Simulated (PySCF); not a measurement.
Input file for PySCF: R-M06-2X/def2-TZVPP on CH5BO2 (SMILES CB(O)O), a point of a torsion scan.

```python
from pyscf import gto, dft

mol = gto.M(
    atom='''
    C     0.03333220   -1.16599394   -1.01627631
    B     0.54884759    0.01825331   -0.08047217
    O     1.25922717    1.02869273   -0.62403011
    O     0.20653004    0.12633043    1.23590205
    H     0.06179991   -2.13817850   -0.52914938
    H     0.60666864   -1.23107760   -1.93488610
    H    -1.00134894   -0.97367197   -1.29331512
    H     1.28174450    1.82439298   -0.09183199
    H    -0.30532325   -0.59259206    1.60120347
    ''',
    basis='def2-tzvpp',
    charge=0, spin=0, verbose=4, max_memory=1800)
mf = dft.RKS(mol, xc='m062x').density_fit(auxbasis='def2-universal-jkfit')
mf.grids.level = 4
mf.conv_tol = 1e-9
mf.max_cycle = 150
mf.kernel()
mf.dip_moment()
```

The log:

```
PySCF version 2.14.0

[INPUT] verbose = 4
[INPUT] num. atoms = 9
[INPUT] num. electrons = 32
[INPUT] charge = 0
[INPUT] spin (= nelec alpha-beta = 2S) = 0
[INPUT] symmetry False subgroup None
[INPUT] Mole.unit = angstrom
[INPUT] Symbol           X                Y                Z      unit          X                Y                Z       unit  Magmom
[INPUT]  1 C      0.033332200000  -1.165993940000  -1.016276310000 AA    0.062988729129  -2.203409209503  -1.920483892784 Bohr   0.0
[INPUT]  2 B      0.548847590000   0.018253310000  -0.080472170000 AA    1.037171629228   0.034493756767  -0.152070361949 Bohr   0.0
[INPUT]  3 O      1.259227170000   1.028692730000  -0.624030110000 AA    2.379594479911   1.943947526031  -1.179246001382 Bohr   0.0
[INPUT]  4 O      0.206530040000   0.126330430000   1.235902050000 AA    0.390285212095   0.238729913899   2.335516391289 Bohr   0.0
[INPUT]  5 H      0.061799910000  -2.138178500000  -0.529149380000 AA    0.116784904423  -4.040571770433  -0.999947407183 Bohr   0.0
[INPUT]  6 H      0.606668640000  -1.231077600000  -1.934886100000 AA    1.146437577962  -2.326399502087  -3.656404811228 Bohr   0.0
[INPUT]  7 H     -1.001348940000  -0.973671970000  -1.293315120000 AA   -1.892275251724  -1.839973358466  -2.444011369559 Bohr   0.0
[INPUT]  8 H      1.281744500000   1.824392980000  -0.091831990000 AA    2.422146066668   3.447603075779  -0.173537310574 Bohr   0.0
[INPUT]  9 H     -0.305323250000  -0.592592060000   1.601203470000 AA   -0.576977321962  -1.119836696992   3.025836028003 Bohr   0.0

nuclear repulsion = 114.853332240827
number of shells = 74
number of NR pGTOs = 264
number of NR cGTOs = 194
basis = def2-tzvpp
ecp = {}


******** <class 'pyscf.df.df_jk.DFRKS'> ********
method = DFRKS
initial guess = minao
damping factor = 0
level_shift factor = 0
DIIS = <class 'pyscf.scf.diis.CDIIS'>
diis_start_cycle = 1
diis_space = 8
diis_damp = 0
SCF conv_tol = 1e-09
SCF conv_tol_grad = None
SCF max_cycles = 150
direct_scf = False
XC library pyscf.dft.libxc version 7.1.2
    S. Lehtola, C. Steigemann, M. J. T. Oliveira, and M. A. L. Marques,  SoftwareX 7, 1–5 (2018)
XC functionals = m062x
    Y. Zhao and D. G. Truhlar,  Theor. Chem. Acc. 120, 215 (2008)
    Y. Zhao and D. G. Truhlar,  Theor. Chem. Acc. 120, 215 (2008)
radial grids:
    Treutler-Ahlrichs [JCP 102, 346 (1995); DOI:10.1063/1.469408] (M4) radial grids

becke partition: Becke, JCP 88, 2547 (1988); DOI:10.1063/1.454033
pruning grids: <function nwchem_prune>
grids dens level: 4
symmetrized grids: False
atomic radii adjust function: <function treutler_atomic_radii_adjust>
small_rho_cutoff = 0
Set gradient conv threshold to 3.16228e-05
Initial guess from minao.
tot grids = 191776
******** <class 'pyscf.df.df.DF'> ********
auxbasis = def2-universal-jkfit
init E= -216.939615003471
  HOMO = -0.400762635572164  LUMO = -0.00347148339556955  gap/eV = 10.81084
cycle= 1 E= -216.427831262921  delta_E= 0.512  |g|= 0.782  |ddm|=  2.1
  HOMO = -0.277487247089162  LUMO = 0.0506418902336669  gap/eV = 8.92885
cycle= 2 E= -216.416780843494  delta_E= 0.0111  |g|= 0.874  |ddm|= 0.847
  HOMO = -0.379276807642473  LUMO = 0.0418357816577668  gap/eV = 11.45906
cycle= 3 E= -216.540960693687  delta_E= -0.124  |g|= 0.0516  |ddm|= 0.465
  HOMO = -0.388257457956751  LUMO = 0.0421353270746465  gap/eV = 11.71158
cycle= 4 E= -216.541421112939  delta_E= -0.00046  |g|= 0.024  |ddm|= 0.046
  HOMO = -0.38446576342837  LUMO = 0.0427568188682166  gap/eV = 11.62532
cycle= 5 E= -216.541555401126  delta_E= -0.000134  |g|= 0.00418  |ddm|= 0.0168
  HOMO = -0.385139143459156  LUMO = 0.0425666960997404  gap/eV = 11.63847
cycle= 6 E= -216.541559845692  delta_E= -4.44e-06  |g|= 0.000642  |ddm|= 0.0045
  HOMO = -0.385173366147288  LUMO = 0.0425736881041452  gap/eV = 11.63959
cycle= 7 E= -216.541559965574  delta_E= -1.2e-07  |g|= 0.000198  |ddm|= 0.00111
  HOMO = -0.385152237443641  LUMO = 0.0425775725392832  gap/eV = 11.63912
cycle= 8 E= -216.541559976235  delta_E= -1.07e-08  |g|= 5.02e-05  |ddm|= 0.000192
  HOMO = -0.385160522762707  LUMO = 0.0425757665231181  gap/eV = 11.63930
cycle= 9 E= -216.54155997691  delta_E= -6.76e-10  |g|= 2.15e-05  |ddm|= 7.59e-05
  HOMO = -0.38515961466252  LUMO = 0.0425766749885454  gap/eV = 11.63930
Extra cycle  E= -216.541559976895  delta_E= 1.57e-11  |g|= 2.57e-05  |ddm|= 2.33e-05
converged SCF energy = -216.541559976895
Dipole moment(X, Y, Z, Debye): -1.01066, -0.55469,  0.93048
```

Self-consistency was reached.

Cost: roughly 30 core-seconds.
